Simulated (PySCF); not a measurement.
Nitrosobenzene, C6H5NO.
Numbering: `[O:1]=[N:2][c:3]1[cH:4][cH:5][cH:6][cH:7][cH:8]1` (hydrogens: H9 on C4; H10 on C5; H11 on C6; H12 on C7; H13 on C8)

Level of theory: PySCF, PBE0-D3(BJ)/def2-SVP geometry optimisation, gas phase.

**Question.** Give the optimised bond lengths and angles.

**Answer.** 
| bond | length (bohr) |
| --- | --- |
| O1=N2 | 2.271 |
| N2–C3 | 2.710 |
| C3–C4, C3–C8 | 2.641 |
| C4–C5, C7–C8 | 2.626 |
| C5–C6, C6–C7 | 2.641 |
| C4–H9, C8–H13 | 2.064 |
| C5–H10, C7–H12 | 2.064 |
| C6–H11 | 2.065 |

Bonds in one row agree within 0.02 bohr and their mean is given. A selection of angles:
| angle | degrees |
| --- | --- |
| O1–N2–C3 | 115.4 |
| N2–C3–C4 | 115.5 |
| N2–C3–C8 | 123.1 |
| C4–C3–C8 | 121.3 |
| C3–C4–C5 | 119.4 |
| C3–C4–H9 | 118.2 |
| C5–C4–H9 | 122.4 |
| C4–C5–C6 | 119.6 |
| C4–C5–H10 | 120.3 |
| C6–C5–H10 | 120.1 |
| C5–C6–C7 | 120.7 |
| C5–C6–H11 | 119.7 |
| C7–C8–H13 | 122.7 |

Dihedral angles: O1–N2–C3–C4 180° (antiperiplanar).

The 8 heavy atoms lie in one plane (0.002 Å rms). The 6-membered ring C3–C4–C5–C6–C7–C8 has internal angles of 119.0° to 121.3° (sum 720°, against 720° for a flat polygon); it is planar, 0.00 Å rms from its mean plane, widest ring torsion 0°. Of the pairs four or more bonds apart, O1···H13 is among the closest relative to their van der Waals radii: 2.43 Å, 89 % of the sum of Bondi's values.

Point group: Cs (every atom within 0.08 Å of its image). PBE0-D3(BJ)/def2-SVP frequencies: not computed here. The numbers are those of one conformer.
